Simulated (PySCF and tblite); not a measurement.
Values are calculated unless marked as measured or tabulated.
## Dynamics report: rotation

System: C₇H₅NO₂, numbered as in [OH:1][c:2]1[cH:3][cH:4][c:5]2[cH:6][n:7][o:8][c:9]2[cH:10]1.

Motion: rotation about the C2–O1 bond (torsion C3–C2–O1–H from -180° to 0°, rising). Geometries: GFN2-xTB; energies: PBE0/pcSseg-1 + D3(BJ); zero-point and thermal terms from GFN2-xTB harmonic modes (soft modes blended into free rotors). Rates follow Eyring's equation with the number of equivalent paths and no tunnelling. Programs: tblite and PySCF.

| point | symmetry | E(GFN2) kcal/mol | E(DFT) kcal/mol | ZPE change kcal/mol | lowest mode cm⁻¹ | dipole D |
| --- | --- | --- | --- | --- | --- | --- |
| start | Cs | 0.0 | 0.0 | 0.00 | 140 | 2.50 |
| saddle | C1 | 6.4 | 4.4 | -0.79 | 445i | 3.45 |
| end | Cs | 0.6 | 0.3 | -0.05 | 140 | 4.66 |

- Electronic barrier: 4.4 kcal/mol
- Barrier with zero-point energy: 3.6 kcal/mol
- ΔH‡ (298 K): 3.4 kcal/mol
- ΔS‡ (298 K, symmetry apart): -0.7 cal/(mol K)
- Paths: 2 equivalent paths
- End point: a different minimum
- Mean lifetime of the start against this motion at 298 K: 37 ps
- Cost: 94 s on 1 thread of Arm Neoverse V1, on a host shared with other jobs (rough), peak memory 0.89 GiB, launched as `OMP_NUM_THREADS=1 python ens_run.py task.json out`

| T/K | ΔG‡ kcal/mol | k s⁻¹ | ΔG kcal/mol | k back s⁻¹ |
| --- | --- | --- | --- | --- |
| 150 | 3.6 | 3.8×10⁷ | 0.3 | 1×10⁸ |
| 200 | 3.6 | 1×10⁹ | 0.3 | 2.1×10⁹ |
| 250 | 3.6 | 7.3×10⁹ | 0.3 | 1.3×10¹⁰ |
| 298 | 3.6 | 2.7×10¹⁰ | 0.3 | 4.4×10¹⁰ |
| 350 | 3.7 | 7.4×10¹⁰ | 0.3 | 1.1×10¹¹ |
| 400 | 3.7 | 1.5×10¹¹ | 0.3 | 2.2×10¹¹ |
| 500 | 3.9 | 4.3×10¹¹ | 0.3 | 5.6×10¹¹ |

ΔG and ΔG‡ leave out symmetry numbers and mirror images; rates count paths: 2 out, 2 back.
